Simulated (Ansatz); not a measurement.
Geometry optimisation, DFT r2SCAN, scalar-relativistic, plane waves, PAW (Ansatz 0.2.0).

The input (input.yaml):

```yaml
accuracy: low
crystal:
  lattice:
    - [6.628223, 0.0, 0.0]
    - [0.0, 6.628223, 0.0]
    - [0.0, 0.0, 6.628223]
  atoms:
    - { symbol: O, position: [0.7667724, -0.0031515, 0.4720578] }
    - { symbol: H, position: [0.7549288, 0.1239655, 0.400965] }
    - { symbol: H, position: [0.760606, -0.103612, 0.3661197] }
    - { symbol: O, position: [0.5036115, 0.1919132, 0.9467016] }
    - { symbol: H, position: [0.5528175, 0.2330004, 1.0780174] }
    - { symbol: H, position: [0.625191, 0.1652033, 0.8701626] }
    - { symbol: O, position: [0.2848135, 0.7630526, 0.9304398] }
    - { symbol: H, position: [0.2963984, 0.9034818, 0.8917273] }
    - { symbol: H, position: [0.2979719, 0.6904161, 0.8043287] }
    - { symbol: O, position: [0.1223368, 0.1157605, 0.2900539] }
    - { symbol: H, position: [0.085757, 0.0011672, 0.2070869] }
    - { symbol: H, position: [0.0229901, 0.2173163, 0.2558503] }
    - { symbol: O, position: [0.5970123, 0.6173068, 0.3572064] }
    - { symbol: H, position: [0.5739937, 0.7369861, 0.2765824] }
    - { symbol: H, position: [0.5701122, 0.5069998, 0.2652175] }
    - { symbol: O, position: [1.0193695, 0.7214778, 0.6081598] }
    - { symbol: H, position: [1.0684058, 0.8143492, 0.5065549] }
    - { symbol: H, position: [0.8805716, 0.7620815, 0.6291288] }
    - { symbol: Na, position: [0.7880441, 0.5300561, 0.9209153] }
    - { symbol: O, position: [0.2381233, 0.4779667, 0.4265527] }
    - { symbol: H, position: [0.3728171, 0.4175233, 0.4217457] }
basis:
  ecutwfc: 500.0
kpoints:
  mp_grid: { grid: [1, 1, 1] }
hamiltonian:
  xc: r2scan
scf:
  occupations: { method: fermi_dirac, width: 0.05 }
  lower_state_search: "off"
relax:
  f_tol: 0.3
  max_steps: 15
  adjacent_minimum: "off"
```

Run as:

```bash
$ ansatz run input.yaml --threads 1 --pin off --max-ram 3072MiB --backend cpu --events-out ev --progress --plain --runs-dir out
```

Where does it end, and by what steps?

It converged. The threshold is loose, so the end isn't yet a minimum. Limits of this set-up: coarse k mesh, low accuracy level. After 14 steps the energy has fallen by 6.989 eV; H17 moved furthest, 1.79 Å. Joined: O7–Na19, O13–Na19.

```csv
step,energy less start (eV),largest force component (eV/Å),accepted
0,0.0000,1.582,yes
1,-0.9603,2.659,yes
2,-1.7774,2.666,yes
3,-2.7584,3.113,yes
4,-3.6631,1.892,yes
5,-4.4361,1.325,yes
6,-4.9635,1.111,yes
7,-5.4011,1.146,yes
8,-5.8556,0.885,yes
9,-6.1975,1.025,yes
10,-6.4847,0.809,yes
11,-6.6737,1.071,yes
12,-6.8246,0.676,yes
13,-6.9211,0.485,yes
14,-6.9894,0.299,yes
```

```xyz
21
Lattice="6.6282 0.0000 0.0000 0.0000 6.6282 0.0000 0.0000 0.0000 6.6282" Properties=species:S:1:pos:R:3
O 5.037 -0.398 3.534
H 5.652 0.167 3.008
H 4.517 -0.894 2.869
O 4.006 1.684 5.790
H 3.943 1.260 6.657
H 4.459 1.051 5.211
O 2.530 5.304 5.562
H 2.640 6.039 4.953
H 1.669 4.910 5.296
O 0.214 1.179 2.120
H 0.700 0.786 1.388
H 0.831 1.936 2.453
O 3.467 4.465 1.566
H 2.846 4.954 1.008
H 2.830 3.900 2.144
O 6.676 4.241 4.685
H 7.256 3.745 4.016
H 6.255 4.951 4.157
Na 4.561 3.946 5.985
O 1.747 3.073 3.007
H 2.288 2.583 3.635
```

The run took 3.7 min on 1 thread of Arm Neoverse V1 (shared host), peak memory 0.6 GiB.
